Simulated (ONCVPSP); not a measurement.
## u(r) = r·R(r): atom against pseudo-atom (nickel (Ni))

Columns: radius, all-electron u(r) and pseudo u(r) of the 3d shell (level -4.72 eV) of nickel in the configuration [Ne] 3s2 3p6 3d9 4s1; PW91, scalar-relativistic, ONCV scheme, ONCVPSP 4.0.1.

| r (bohr) | all-electron | pseudo |
| --- | --- | --- |
| 0.075 | 0.0466 | 0.0077 |
| 0.150 | 0.2073 | 0.0570 |
| 0.225 | 0.4133 | 0.1719 |
| 0.300 | 0.6039 | 0.3496 |
| 0.375 | 0.7524 | 0.5621 |
| 0.450 | 0.8544 | 0.7681 |
| 0.525 | 0.9141 | 0.9290 |
| 0.600 | 0.9396 | 1.0229 |
| 0.675 | 0.9398 | 1.0478 |
| 0.750 | 0.9225 | 1.0198 |
| 0.825 | 0.8939 | 0.9621 |
| 0.900 | 0.8586 | 0.8957 |
| 0.975 | 0.8196 | 0.8343 |
| 1.050 | 0.7791 | 0.7825 |
| 1.125 | 0.7385 | 0.7387 |
| 1.200 | 0.6987 | 0.6986 |
| 1.275 | 0.6602 | 0.6601 |
| 1.350 | 0.6234 | 0.6234 |
| 1.425 | 0.5885 | 0.5884 |
| 1.500 | 0.5555 | 0.5554 |
| 1.575 | 0.5244 | 0.5243 |
| 1.650 | 0.4951 | 0.4950 |
| 1.725 | 0.4676 | 0.4676 |
| 1.800 | 0.4418 | 0.4418 |
| 1.875 | 0.4177 | 0.4176 |
| 1.950 | 0.3950 | 0.3949 |

(1) How many radial nodes do the two functions have?

(2) At about which radius was the pseudo-wave matched?

(3) Where does each function peak?

(4) Is the pseudo-wave norm-conserving?

Answers

(1) The all-electron 3d function has n − l − 1 = 0; the pseudo-wave has 0.

(2) 1.20 bohr, where the columns begin to agree (steps of 0.07 bohr).

(3) Outermost all-electron maximum near 0.68 bohr, pseudo maximum near 0.68 bohr (to the table’s step).

(4) Yes: the ONCV scheme keeps the norm inside the radius equal to the all-electron one, which fixes the energy derivative of the logarithmic derivative at the level.
